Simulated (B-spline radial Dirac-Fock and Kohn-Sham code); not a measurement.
**Zr⁺ 4d3/2: cross section and angular parameters**

System: zirconium as Zr⁺, configuration [Kr] 4d2 5s1; threshold 13.20 eV (orbital energy of the model). Level of theory: Dirac-Hartree-Slater photoionisation with a Latter tail; cross sections with all multipoles, angular parameters from the dipole term and its interference with E2; a B-spline atomic structure program.

For linearly polarised light dσ/dΩ = σ/(4π) [1 + β P₂(cos θ) + (δ + γ cos²θ) sin θ cos φ], with θ from the polarisation vector and φ the angle between the beam and the projection of the electron momentum on the plane normal to the polarisation.

```csv
hν (eV),σ (kb),β,γ,δ
57.9,94.2,1.908,0.051,0.010
66,36.0,1.909,0.146,-0.001
123,?,?,?,?
127,36.4,0.083,0.031,-0.022
156,39.5,0.463,-0.001,-0.011
162,39.4,0.518,-0.005,-0.010
200,35.3,0.768,-0.017,-0.002
300,21.7,1.074,-0.011,0.009
388,13.9,1.190,0.013,0.016
450,10.3,1.236,0.035,0.020
462,9.80,1.242,0.040,0.021
800,2.74,1.298,0.183,0.036
925,1.88,1.290,0.236,0.041
1253.6,0.807,1.246,0.366,0.054
1300,0.726,1.239,0.383,0.056
1350,0.651,1.231,0.401,0.058
1750,0.297,1.165,0.532,0.075
2000,0.195,1.124,0.604,0.085
2120,0.162,1.105,0.635,0.090
2840,0.0612,1.003,0.794,0.121
2984.4,0.0516,0.984,0.821,0.127
3270,0.0376,0.950,0.870,0.140
4090,0.0170,0.863,0.985,0.175
4350,0.0136,0.840,1.015,0.186
5020,0.00806,0.785,1.084,0.214
5290,0.00663,0.765,1.109,0.225
6000,0.00413,0.717,1.166,0.253
9760,0.000620,0.542,1.358,0.395
12000,0.000269,0.472,1.415,0.471
14100,0.000139,0.419,1.447,0.538
```

Question: Give the values at 123 eV.

Answer: σ = 35.3 kb, β = 0.009, γ = 0.038, δ = -0.024.

Values without a named source are computed, but for edge energies of neutral atoms, which are taken from tables.
